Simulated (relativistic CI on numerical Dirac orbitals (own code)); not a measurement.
Calculated levels, Ge3+

These numbers are calculated, not measured: Dirac-Coulomb-Breit CI, separate exchange-only KLI orbitals for each configuration, model QED, valence Slater integrals scaled by 0.85, configuration energies shifted to the measured levels that pair with them (semi-empirical) (own radial code, finite nucleus).

Configuration list (outside the closed core [Ar]): 3d10 4s, 3d10 4p, 3d10 4d, 3d10 5s, 3d10 5p, 3d10 4f, 3d9 4s2, 3d10 5d, 3d10 6s, 3d9 4s 4p, 3d10 6p, 3d10 5f, 3d10 6d, 3d10 7s, 3d10 7p, 3d10 6f, 3d10 8s, 3d10 9s, 3d9 4p2, 3d8 4s 4p2, 3d9 4p 4d, 3d9 4s 4d. Levels of other configurations are missing.

The lowest level is 3d10 4s 2S_1/2, with 100 % of that term; Hund's rules for 3d10 4s give 2S with J = 1/2, in agreement.

| No. | Configuration | Term | J | E (eV) | % | Next component (%) |
| --- | --- | --- | --- | --- | --- | --- |
| 1 | 3d10 4s | 2S | 1/2 | 0.0000 | 100 |  |
| 2 | 3d10 4p | 2P° | 1/2 | 10.0946 | 100 |  |
| 3 | 3d10 4p | 2P° | 3/2 | 10.4141 | 100 |  |
| 4 | 3d10 4d | 2D | 3/2 | 23.6318 | 100 |  |
| 5 | 3d10 4d | 2D | 5/2 | 23.6624 | 100 |  |
| 6 | 3d10 5s | 2S | 1/2 | 24.7055 | 100 |  |
| 7 | 3d10 5p | 2P° | 1/2 | 28.0816 | 100 |  |
| 8 | 3d10 5p | 2P° | 3/2 | 28.1887 | 100 |  |
| 9 | 3d10 4f | 2F° | 7/2 | 31.9248 | 100 |  |
| 10 | 3d10 4f | 2F° | 5/2 | 31.9256 | 100 |  |
| 11 | 3d9 4s2 | 2D | 5/2 | 32.2405 | 95 | 3 3d9 4p2 2D |
| 12 | 3d9 4s2 | 2D | 3/2 | 32.7745 | 91 | 6 3d10 5d 2D |
| 13 | 3d10 5d | 2D | 5/2 | 33.1677 | 99 | 1 3d9 4s2 2D |
| 14 | 3d10 5d | 2D | 3/2 | 33.1678 | 94 | 6 3d9 4s2 2D |
| 15 | 3d10 6s | 2S | 1/2 | 33.5505 | 100 |  |
| 16 | 3d9 4s 4p | 4P° | 5/2 | 34.5723 | 97 | 3 4D° |
| 17 | 3d9 4s 4p | 4P° | 3/2 | 34.9315 | 93 | 3 4D° |
| 18 | 3d10 6p | 2P° | 1/2 | 35.0921 | 100 |  |
| 19 | 3d9 4s 4p | 4F° | 7/2 | 35.1163 | 86 | 9 2F° |
| 20 | 3d10 6p | 2P° | 3/2 | 35.1436 | 100 |  |
| 21 | 3d9 4s 4p | 4F° | 5/2 | 35.1618 | 77 | 18 2F° |
| 22 | 3d9 4s 4p | 4F° | 9/2 | 35.1850 | 100 |  |
| 23 | 3d9 4s 4p | 4P° | 1/2 | 35.2093 | 96 | 2 2P° |
| 24 | 3d9 4s 4p | 4F° | 3/2 | 35.3659 | 96 | 2 4D° |
| 25 | 3d9 4s 4p | 2F° | 5/2 | 35.8490 | 72 | 15 4D° |
| 26 | 3d9 4s 4p | 4D° | 7/2 | 35.9073 | 86 | 12 2F° |
| 27 | 3d9 4s 4p | 4D° | 5/2 | 36.0502 | 60 | 19 2D° |
| 28 | 3d9 4s 4p | 4D° | 3/2 | 36.0623 | 47 | 40 2D° |
| 29 | 3d9 4s 4p | 4D° | 1/2 | 36.2134 | 59 | 38 2P° |
| 30 | 3d9 4s 4p | 2F° | 7/2 | 36.2562 | 78 | 13 4F° |
| 31 | 3d9 4s 4p | 2P° | 3/2 | 36.3201 | 84 | 14 4D° |
| 32 | 3d9 4s 4p | 2P° | 1/2 | 36.3459 | 60 | 39 4D° |
| 33 | 3d9 4s 4p | 2D° | 3/2 | 36.4911 | 59 | 33 4D° |
| 34 | 3d9 4s 4p | 2D° | 5/2 | 36.6551 | 79 | 19 4D° |
| 35 | 3d10 5f | 2F° | 7/2 | 36.8933 | 99 | 1 3d9 4s 4p 2F° |
| 36 | 3d10 5f | 2F° | 5/2 | 36.8937 | 99 |  |
| 37 | 3d10 6d | 2D | 3/2 | 37.5808 | 100 |  |
| 38 | 3d10 6d | 2D | 5/2 | 37.5876 | 100 |  |
| 39 | 3d10 7s | 2S | 1/2 | 37.7740 | 100 |  |
| 40 | 3d10 7p | 2P° | 1/2 | 38.5979 | 99 |  |
| 41 | 3d10 7p | 2P° | 3/2 | 38.6224 | 99 | 1 3d9 4s 4p 2P° |
| 42 | 3d10 6f | 2F° | 7/2 | 39.5612 | 68 | 31 3d9 4s 4p 2F° |
| 43 | 3d10 6f | 2F° | 5/2 | 39.6092 | 98 | 2 3d9 4s 4p 2F° |
| 44 | 3d9 4s 4p | 2P° | 3/2 | 39.6977 | 95 | 2 2D° |
| 45 | 3d9 4s 4p | 2F° | 7/2 | 39.7509 | 67 | 32 3d10 6f 2F° |

Energies count from the lowest computed level; ° marks odd parity.

The mean weight of the leading LS term, summed over parents, in these 45 levels is 90 %, and that of the leading jj configuration (from the same eigenvectors) 82 %.

Configurations whose levels could be paired with our table of measured levels were shifted onto them, all but the ground configuration, by the median error of their levels; single terms can still be off by 1,000 to 2,000 cm⁻¹ or more, and rates follow the energies as ν³ (E1, M1) or ν⁵ (E2). The others borrow a shift and can be off by several thousand cm⁻¹ or more. The fine structure of a lone outer electron comes out too small, for d and f at times inverted, and misplaced configurations move strength between like terms. 29 of the 34 excited levels that our extract of the measured tables holds in this range could be paired (the sources list more); they are missed by 101 cm⁻¹ on average and 1795 at most, after the shifts were fitted to these levels, and levels without a partner can miss by more.

LS names give the leading component of a level, which can be under half, so a name can repeat, a term be missing and a line seem to break the LS rules.
